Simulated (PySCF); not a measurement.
These are PBE-D3(BJ)/def2-TZVP // PBE-D3(BJ)/def2-SVP (PySCF 2.14.0) values and carry that method's errors. Gas-phase values, no solvent. One relaxed conformer stands for a flexible species; it need not be the lowest. Excitations are Tamm–Dancoff values on a coarser integration grid. The basis has no diffuse functions, so Rydberg states are missing or too high.

Reference species (SMILES): `O=CC1([SiH3])CCCCC1` (O–C–C–Si torsion 100°) (neutral, multiplicity 1).

```
Item                      Result
----------------------  --------
S1 oscillator strength     0.003
S1 excitation (TDA)      3.95 eV
T1 excitation (TDA)      3.37 eV
LUMO                    -2.03 eV
```

Changed species: `O=C[C@H]1CC[C@@H]([SiH3])CC1` (O–C–C–C torsion 133°).

Q: Predict the effect on the S1 oscillator strength, S1 excitation (TDA), T1 excitation (TDA) and LUMO.

A: the S1 oscillator strength is nearly the same; the S1 excitation (TDA) rises by 0.09 eV, to 4.04 eV; the T1 excitation (TDA) rises by 0.07 eV, to 3.44 eV; the LUMO hardly moves.
